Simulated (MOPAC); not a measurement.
MOPAC input (MNDO):

```
MNDO 1SCF UHF MS=0.5 GEO-OK AUX(PRECISION=9) THREADS=1
HOSi

Si   -0.01469801 1   -0.50408292 1   -0.01115471 1
O    -0.14847962 1    1.01906834 1    0.01640263 1
H     1.39360918 1   -1.09538579 1    0.02494486 1
```

Output:

```
 *******************************************************************************
 **                                                                           **
 **                              MOPAC v23.2.5                                **
 **                                                                           **
 *******************************************************************************
 ** MOPAC's Digital Object Identifier: https://doi.org/10.5281/zenodo.6511958 **
 **                                                                           **
 ** Please cite the open-source release paper for use of this MOPAC version:  **
 ** J. E. Moussa and J. J. P. Stewart (2026)                                  **
 ** MOPAC: An open-source semiempirical molecular orbital program             **
 ** J. Open Source Softw., 11(119), 8025, https://doi.org/10.21105/joss.08025 **
 *******************************************************************************

                              MNDO CALCULATION RESULTS

 *******************************************************************************
 *  MNDO       - The MNDO Hamiltonian to be used
 *  GEO-OK     - OVERRIDE INTERATOMIC DISTANCE AND OTHER SAFETY CHECKS
 *  UHF        - UNRESTRICTED HARTREE-FOCK CALCULATION
 *  MS=        - IN MECI, MAGNETIC COMPONENT OF SPIN =  0.5
 *  1SCF       - DO 1 SCF AND THEN STOP
 *  AUX        - OUTPUT AUXILIARY INFORMATION
 *******************************************************************************
MNDO 1SCF UHF MS=0.5 GEO-OK AUX(PRECISION=9) THREADS=1
 HOSi

   ATOM   CHEMICAL          X               Y               Z
  NUMBER   SYMBOL      (ANGSTROMS)     (ANGSTROMS)     (ANGSTROMS)

     1      Si         -0.01469801  *  -0.50408292  *  -0.01115471  *
     2       O         -0.14847962  *   1.01906834  *   0.01640263  *
     3       H          1.39360918  *  -1.09538579  *   0.02494486  *

          CARTESIAN COORDINATES

    NO.       ATOM           X           Y           Z

     1        Si         -0.0147     -0.5041     -0.0112
     2         O         -0.1485      1.0191      0.0164
     3         H          1.3936     -1.0954      0.0249

  H: (MNDO): M.J.S. DEWAR, W. THIEL, J. AM. CHEM. SOC., 99, 4899, (1977)
  O: (MNDO): M.J.S. DEWAR, W. THIEL, J. AM. CHEM. SOC., 99, 4899, (1977)
 Si: (MNDO): M.J.S.DEWAR, ET. AL. ORGANOMETALLICS  5, 375 (1986)

           Empirical Formula: H O Si  =     3 atoms

      MOLECULAR POINT GROUP   :   Cs

          UHF CALCULATION, NO. OF ALPHA ELECTRONS =    6
                           NO. OF BETA  ELECTRONS =    5

 -------------------------------------------------------------------------------
 MNDO 1SCF UHF MS=0.5 GEO-OK AUX(PRECISION=9) THREADS=1
 HOSi

     1SCF WAS SPECIFIED, SO BFGS WAS NOT USED
     SCF FIELD WAS ACHIEVED

                              MNDO CALCULATION
                                                       MOPAC v23.2.5 Linux

          FINAL HEAT OF FORMATION =          4.59919 KCAL/MOL =      19.24300 KJ/MOL

          COSMO AREA              =         81.52 SQUARE ANGSTROMS
          COSMO VOLUME            =         67.75 CUBIC ANGSTROMS

          IONIZATION POTENTIAL    =          8.708099 EV
          ALPHA SOMO LUMO (EV)    =         -8.708  0.627
          BETA  SOMO LUMO (EV)    =        -10.697 -0.443
          NO. OF ALPHA ELECTRONS  =          6
          NO. OF BETA  ELECTRONS  =          5
          MOLECULAR WEIGHT        =         45.0928         POINT GROUP:  Cs

          MOLECULAR DIMENSIONS (Angstroms)

            Atom       Atom       Distance
            H     3    O     2     2.61706
           Si     1    H     3     0.79006
            O     2    H     3     0.00000

          SCF CALCULATIONS        =          1

   ATOM   CHEMICAL          X               Y               Z
  NUMBER   SYMBOL      (ANGSTROMS)     (ANGSTROMS)     (ANGSTROMS)

     1      Si         -0.01469801  *  -0.50408292  *  -0.01115471  *
     2       O         -0.14847962  *   1.01906834  *   0.01640263  *
     3       H          1.39360918  *  -1.09538579  *   0.02494486  *

                             CARTESIAN COORDINATES

   1   Si       -0.014698010    -0.504082920    -0.011154710
   2    O       -0.148479620     1.019068340     0.016402630
   3    H        1.393609180    -1.095385790     0.024944860

           Empirical Formula: H O Si  =     3 atoms

      MOLECULAR POINT GROUP   :   Cs

          ALPHA EIGENVALUES
 -36.65788 -16.13642 -12.70309 -11.78149 -11.15906  -8.70810   0.62654   1.60889
   5.13522

           BETA EIGENVALUES
 -36.22292 -14.82978 -12.27201 -11.15533 -10.69693  -0.44323   0.94167   2.80625
   5.46112

              NET ATOMIC CHARGES AND DIPOLE CONTRIBUTIONS

  ATOM NO.   TYPE          CHARGE      No. of ELECS.   s-Pop       p-Pop
    1         Si           0.959958        3.0400     1.45393     1.58611
    2          O          -0.720474        6.7205     1.90064     4.81983
    3          H          -0.239484        1.2395     1.23948
 DIPOLE           X         Y         Z       TOTAL
 POINT-CHG.    -1.157    -4.591    -0.137     4.736
 HYBRID         0.862     1.217     0.055     1.492
 SUM           -0.295    -3.374    -0.081     3.388

          ATOMIC ORBITAL ELECTRON POPULATIONS

     Atom    s        px        py        pz
    1 Si   1.45393   0.51814   0.69182   0.37615
    2  O   1.90064   1.71773   1.47785   1.62425
    3  H   1.23948

                    (SZ)    =    0.500000
                    (S**2)  =    0.768360

          ATOMIC ORBITAL SPIN POPULATIONS

    Atom   Total    s     px     py     pz
         Atomic
    1 Si  0.4303  0.243  0.061  0.099  0.027
    2  O  0.1265  0.004  0.132  0.016 -0.027
    3  H  0.4432  0.443

 **********************
 *                    *
 * JOB ENDED NORMALLY *
 *                    *
 **********************

 == MOPAC DONE ==
```

The geometry given is a B3LYP-D3(BJ)/def2-TZVP minimum.
